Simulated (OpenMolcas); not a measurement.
# Ca I: effect of the active space

| Quantity | Value |
| --- | --- |
| Program | OpenMolcas 26.06 |
| Method | MS-CASPT2, IPEA 0.25 Eh, imaginary shift 0.1 Eh |
| Basis | ANO-RCC-VQZP |
| Scalar Hamiltonian | DKH2, point nucleus |
| Spin-orbit coupling | state interaction with AMFI integrals over the reference wave functions, term energies averaged over their components |

A. 2 electrons in 8 orbitals (4s 4p 5s 5p); 2S+1 = 3 even, 3 roots; 2S+1 = 1 even, 7 roots; 2S+1 = 3 odd, 3 roots; 2S+1 = 1 odd, 3 roots; closed shells correlated: 3s 3p; CASPT2 step of the order of 8 core-seconds
B. 2 electrons in 9 orbitals (3d 4s 4p); 2S+1 = 3 even, 18 roots (8 in the spin-orbit step); 2S+1 = 1 even, 12 roots; 2S+1 = 3 odd, 18 roots; 2S+1 = 1 odd, 8 roots; closed shells correlated: 3s 3p; CASPT2 step roughly 30 core-seconds

Energies in cm⁻¹ above 4s² ¹S₀, the measured ground level; measured values from NIST Handbook of Basic Atomic Spectroscopic Data.

```
     Level      A      B  Measured
   4s² ¹S₀    0.0    0.0       0.0
4s 4p ³P°₀  15120  14850     15158
4s 4p ³P°₁  15150  14880     15210
4s 4p ³P°₂  15230  14930     15316
4s 4p ¹P°₁  26300  23420     23652
```

Deviations, from unrounded energies. A percentage is the sum of absolute deviations over the sum of measured energies, with the sign that they share, or ± where signs differ.

| Against measurement | Levels | A | B |
| --- | --- | --- | --- |
| mean absolute deviation (cm-1) | 4 | 710 | 310 |
| other configurations (%) | 4 | ±4.1 | -1.8 |

B lies closest to measurement on these levels. The largest miss of B in the table is 4s 4p ³P°₂, by -380 cm-1. The ranking rests on the paired levels alone, and a cruder setting can come out closer through cancelling errors.

Between A and B the level of the table that moves most is 4s 4p ¹P°₁, by 2900 cm-1 (lowest in B, highest in A). Moves below CASPT2's spread within the term are not significant.

Over all roots computed the reference weight is 0.88 to 0.95 in A; the roots of lowest weight are the least certain, and an intruder state may touch them. The run also gave levels led by 4s 5s, which use shells meant for correlation; these and all levels above them are left out (holds for A). Some high roots are left out of the spin-orbit mixing, which shifts the levels that they would mix with (holds for B). Computed and measured levels are paired by configuration, term and J; levels that our copy of the source lacks, or whose pairing is in doubt (as where it misses far off the trend of its configuration), stay unpaired and out of the deviations. Only configurations of the active space appear. Levels that lie high or do not pair safely by name in every column are left out.

° marks odd parity.
